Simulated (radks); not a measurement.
Species: Ru4+. Configuration: [Kr] 4d4.

Calculated with a radial shooting solver on a logarithmic mesh with Libxc functionals: Dirac Kohn-Sham, LDA (Slater exchange, Perdew-Wang correlation), spin-unpolarised, spherical densities, finite nucleus; open shells fill j = l - 1/2 first; Fermi nuclear charge, rms radius 4.4809 fm.

Energy parts (Ry):
| part | energy |
|---|---|
| total | -9046.59284 |
| kinetic | 9411.80341 |
| electron-nucleus | -21742.41446 |
| Hartree | 3538.90570 |
| exchange-correlation | -254.88748 |

Orbitals (lengths in bohr, moments of r in powers of bohr; <r^-3> diverges for s and p1/2):
orbital  occ.  eigenvalue (Ry)  <r^-3>  small-component weight
1s1/2       2        -1613.192       -                2.58e-02
2s1/2       2        -235.2805       -                5.33e-03
2p1/2       2        -217.8423       -                5.35e-03
2p3/2       4        -208.2358    2798                5.16e-03
3s1/2       2        -44.55906       -                1.45e-03
3p1/2       2        -37.78859       -                1.40e-03
3p3/2       4        -36.15619   482.3                1.35e-03
3d3/2       4        -24.12679   72.14                1.24e-03
3d5/2       6        -23.80818   68.44                1.22e-03
4s1/2       2         -9.32660       -                3.62e-04
4p1/2       2         -7.26228       -                3.15e-04
4p3/2       4         -6.99505   79.17                3.02e-04
4d3/2       4         -3.83912   7.857                1.99e-04
4d5/2       0         -3.80515   7.428                1.96e-04
5s1/2       0         -2.90467       -                8.73e-05
5p1/2       0         -2.35695       -                7.31e-05
5p3/2       0         -2.30764   14.75                7.12e-05
4f5/2       0         -1.35137  0.1954                4.26e-05
4f7/2       0         -1.35089  0.1943                4.25e-05

The highest occupied level is 4d3/2 at -52.234 eV. The electron density at the nucleus is 1.096e+05 e/bohr^3. The density falls to 0.001 e/bohr^3 at r = 3.00 bohr.
